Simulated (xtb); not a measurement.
F6Ru (SMILES [F][Ru]([F])([F])([F])([F])[F]), triplet, at a GFN2-xTB geometry (such geometries of metal compounds can be far from the true shape). Base run: GFN2-xTB (xtb).

Here is a job for xtb.
```
$ xtb mol.xyz --gfn 2 --uhf 2 --json

# file mol.xyz
7

Ru     0.00000000    -0.00000000     0.00000000
F      1.11244871    -0.44890361    -1.39875666
F     -1.11244871     0.44890361     1.39875666
F     -1.15977093     0.80852538    -1.18186077
F     -0.90164630    -1.59384724    -0.20557649
F      0.90164630     1.59384724     0.20557649
F      1.15977093    -0.80852538     1.18186077
```

Variants of this job, named by their change:

```tsv
change	ΔE vs base (kJ/mol)	G_solv (kcal/mol)	SCF cycles
base	0.00	-	11
acc = 1000	0.48	-	5
etemp = 3000	-53.2	-	10
file = coord	0.00	-	11
gbsa = chcl3	5.22	1.23	10
alpb = dmso	-3.92	-0.95	10
alpb = ch2cl2	-0.17	-0.08	10
etemp = 10000	-489.2	-	10
acc = 0.1	0.00	-	11
```

ALPB and GBSA are two models with their own fitted parameters for each solvent, which aren't always the measured dielectric constant.
